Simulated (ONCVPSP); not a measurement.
## Scattering properties, ONCV potential for Co (Z = 27)

| Item | Value |
| --- | --- |
| Element | cobalt |
| Generator | ONCVPSP 4.0.1 |
| Type | optimised norm-conserving Vanderbilt (ONCV) |
| Functional | PBE |
| Relativity | scalar-relativistic |
| Frozen core | [Ne] |
| Valence charge | 17 |
| Reference configuration | 3s2 3p6 3d7 4s2 |
| Partial waves | 3s+4s: rc 1.35 bohr, ncon 4, nbas 7, qcut 11 1/bohr, 2 projectors; 3p: rc 0.85 bohr, ncon 4, nbas 8, qcut 9 1/bohr, 2 projectors, debl 3.5 Ha; 3d: rc 0.85 bohr, ncon 4, nbas 9, qcut 20.6 1/bohr, local |
| Local potential | the d channel |
| Core correction | Teter function, fcfact 5.5, rcfact 1.25 |

The phase is arctan(r·R′/R) of the radial function R(r), unwrapped; energies in Ha, scanned from -5 to 5 Ha. A pole is an energy at which the radial function vanishes at the test radius. The pseudo phase is shifted by a multiple of π to meet the all-electron one at the reference energy, and phase errors are pseudo minus all-electron; the curves can meet again beyond the range given. Levels narrower than the energy grid can be missing from the lists of poles.

Task: For each channel, where are the poles, and over which energies does the pseudopotential scatter like the atom?

Result:

```
channel  radius (bohr)  reference energy (Ha)  poles, all-electron  poles, pseudo  unbroken range about the reference energy with phases within 0.05 rad  phase error 1 Ha above the reference energy (rad)
      s           1.37                  -0.20                -3.29          -3.29                                                              below 4.9                                             -0.001
      p           0.86                  -2.41                 3.25           3.25                                                        the whole range                                             +0.000
      d           0.86                  -0.30                 4.02           4.17                                                        the whole range                                             +0.001
```

Phases in the p channel:

```json
{"E (Ha)": "-4.96", "all-electron": "-0.126", "pseudo": "-0.126"}
{"E (Ha)": "-4.72", "all-electron": "-0.247", "pseudo": "-0.247"}
{"E (Ha)": "-4.48", "all-electron": "-0.366", "pseudo": "-0.366"}
{"E (Ha)": "-4.24", "all-electron": "-0.480", "pseudo": "-0.481"}
{"E (Ha)": "-4.00", "all-electron": "-0.587", "pseudo": "-0.587"}
{"E (Ha)": "-3.76", "all-electron": "-0.685", "pseudo": "-0.685"}
{"E (Ha)": "-3.52", "all-electron": "-0.774", "pseudo": "-0.774"}
{"E (Ha)": "-3.28", "all-electron": "-0.854", "pseudo": "-0.854"}
{"E (Ha)": "-3.04", "all-electron": "-0.924", "pseudo": "-0.924"}
{"E (Ha)": "-2.80", "all-electron": "-0.988", "pseudo": "-0.988"}
{"E (Ha)": "-2.56", "all-electron": "-1.044", "pseudo": "-1.044"}
{"E (Ha)": "-2.32", "all-electron": "-1.094", "pseudo": "-1.094"}
{"E (Ha)": "-2.08", "all-electron": "-1.139", "pseudo": "-1.139"}
{"E (Ha)": "-1.84", "all-electron": "-1.179", "pseudo": "-1.179"}
{"E (Ha)": "-1.60", "all-electron": "-1.216", "pseudo": "-1.216"}
{"E (Ha)": "-1.36", "all-electron": "-1.248", "pseudo": "-1.248"}
{"E (Ha)": "-1.12", "all-electron": "-1.278", "pseudo": "-1.278"}
{"E (Ha)": "-0.88", "all-electron": "-1.306", "pseudo": "-1.306"}
{"E (Ha)": "-0.64", "all-electron": "-1.330", "pseudo": "-1.330"}
{"E (Ha)": "-0.40", "all-electron": "-1.353", "pseudo": "-1.353"}
{"E (Ha)": "-0.16", "all-electron": "-1.375", "pseudo": "-1.375"}
{"E (Ha)": "0.08", "all-electron": "-1.394", "pseudo": "-1.394"}
{"E (Ha)": "0.32", "all-electron": "-1.413", "pseudo": "-1.413"}
{"E (Ha)": "0.56", "all-electron": "-1.430", "pseudo": "-1.430"}
{"E (Ha)": "0.80", "all-electron": "-1.446", "pseudo": "-1.446"}
{"E (Ha)": "1.04", "all-electron": "-1.461", "pseudo": "-1.461"}
{"E (Ha)": "1.28", "all-electron": "-1.475", "pseudo": "-1.475"}
{"E (Ha)": "1.52", "all-electron": "-1.489", "pseudo": "-1.489"}
{"E (Ha)": "1.76", "all-electron": "-1.502", "pseudo": "-1.502"}
{"E (Ha)": "2.00", "all-electron": "-1.514", "pseudo": "-1.514"}
{"E (Ha)": "2.24", "all-electron": "-1.526", "pseudo": "-1.526"}
{"E (Ha)": "2.48", "all-electron": "-1.537", "pseudo": "-1.537"}
{"E (Ha)": "2.72", "all-electron": "-1.548", "pseudo": "-1.548"}
{"E (Ha)": "2.96", "all-electron": "-1.558", "pseudo": "-1.558"}
{"E (Ha)": "3.20", "all-electron": "-1.569", "pseudo": "-1.569"}
{"E (Ha)": "3.44", "all-electron": "-1.579", "pseudo": "-1.579"}
{"E (Ha)": "3.68", "all-electron": "-1.588", "pseudo": "-1.588"}
{"E (Ha)": "3.92", "all-electron": "-1.598", "pseudo": "-1.598"}
{"E (Ha)": "4.16", "all-electron": "-1.607", "pseudo": "-1.607"}
{"E (Ha)": "4.40", "all-electron": "-1.616", "pseudo": "-1.617"}
{"E (Ha)": "4.64", "all-electron": "-1.626", "pseudo": "-1.626"}
{"E (Ha)": "4.88", "all-electron": "-1.635", "pseudo": "-1.635"}
```
